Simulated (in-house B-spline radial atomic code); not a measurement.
A fraction x of an electron is removed from 4p in Sr III (Sr2+), starting from [Ar] 3d10 4s2 4p6 and keeping the highest spin. All numbers are computed (scalar-relativistic (X2C) B97-1, spin-polarised, spherical fractional occupations; Fermi nucleus of rms radius 4.224 fm) with a radial B-spline atomic code at the basis-set limit, not measured.

Caution: exact exchange at fractional occupations of open shells leaves self-interaction of up to several eV.

```csv
x,E(x) - E(0) (eV),4p down level (eV)
0,0.0000,-38.092
0.03,1.1480,-38.445
0.2,7.8543,-40.456
0.31,12.3765,-41.766
0.43,17.4746,-43.204
0.5,20.5284,-44.046
0.6,24.9934,-45.254
0.63,26.3565,-45.618
0.87,37.6551,-48.542
0.9,39.1169,-48.910
1,44.0693,-50.138
```

The exact functional would give a straight line between the two integer points. Deviations E(x) - E(0) - x[E(1) - E(0)], in eV: -0.174 at x = 0.03, -0.96 at x = 0.2, -1.285 at x = 0.31, -1.475 at x = 0.43, -1.506 at x = 0.5, -1.448 at x = 0.6, -1.407 at x = 0.63, -0.685 at x = 0.87, -0.545 at x = 0.9.

The curve lies below the straight line by up to 1.506 eV (at x = 0.5): convex, the delocalisation error, to which spherically averaged exact exchange adds.

(1) How well does Slater's transition state (minus the level at half occupation) give the ionisation energy?

Answers

(1) It gives 44.046 eV against 44.069 eV from the two total energies; NIST lists 42.88 eV, ground level to ground level. The end point has an open shell averaged over its orbitals, so its exact exchange keeps a self-interaction and this is no true integer point.
